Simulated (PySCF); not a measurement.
These are PBE-D3(BJ)/def2-TZVP // B3LYP-D3(BJ)/def2-TZVP run with PySCF values and carry that method's errors. All species are isolated molecules in the gas phase. One relaxed conformer stands for a flexible species; it need not be the lowest. 

Reference species (SMILES): `C#C[C]C` (lower triplet) (neutral, multiplicity 3).

```json
{
  "highest_occupied_spin_orbital": "-4.64 eV"
}
```

Changed species: `C[C]N` (excited triplet) (X = amino, multiplicity 3; the reference has X = ethynyl, multiplicity 3).

Q: Predict the effect on the highest occupied spin orbital.

A: the highest occupied spin orbital increases by 0.68 eV, to -3.96 eV.
